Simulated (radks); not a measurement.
Values are calculated unless marked as measured or tabulated.
Charge is removed step by step from the 6s1/2 level of neutral hafnium, starting from [Xe] 4f14 5d2 6s2. Code: a radial shooting solver on a logarithmic mesh with Libxc functionals. Model: Dirac Kohn-Sham, PBEsol, spin-unpolarised, spherical densities, finite nucleus; open shells are shared between the two j in proportion to 2j + 1; Fermi nuclear charge, rms radius 5.347 fm.

| removed (e) | E - E(0) (eV) | eigenvalue (eV) | E minus straight line (eV) |
|---|---|---|---|
| 0 | 0.000 | -5.131 | 0.000 |
| 0.25 | 1.457 | -6.531 | -0.546 |
| 0.5 | 3.270 | -7.981 | -0.735 |
| 0.75 | 5.451 | -9.474 | -0.557 |
| 1 | 8.010 | -11.003 | 0.000 |

Removing the whole electron costs 8.010 eV by Delta-SCF, against 5.131 eV from minus the eigenvalue at the starting occupation. Slater's transition state (half an electron removed) gives 7.981 eV. Integrating minus the eigenvalue over the occupation (Janak's theorem) gives 8.010 eV. The mean slope of the eigenvalue, de/dn, is 5.87 eV per electron.
